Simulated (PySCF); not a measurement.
PySCF input:

```python
from pyscf import gto, scf, dft

mol = gto.M(
    atom='''
    As   -0.00000000   -0.00000000   -1.05205375
    As    0.00000000    0.00000000    1.05205375
    ''',
    basis='def2-tzvpd',
    charge=0,
    spin=0,
    verbose=4,
)

mf = dft.RKS(mol, xc='m06l').density_fit(auxbasis='def2-universal-jkfit')
mf.grids.level = 4
mf.conv_tol = 1e-9
mf.max_cycle = 100
mf.max_memory = 1500
mf.kernel()
if not mf.converged:
    mf = mf.newton()
    mf.kernel(mf.make_rdm1())
mf.analyze()
```

Problem. Which total energy does the run end on?

Solution. -4471.63980 Eh (M06-L/def2-TZVPD).
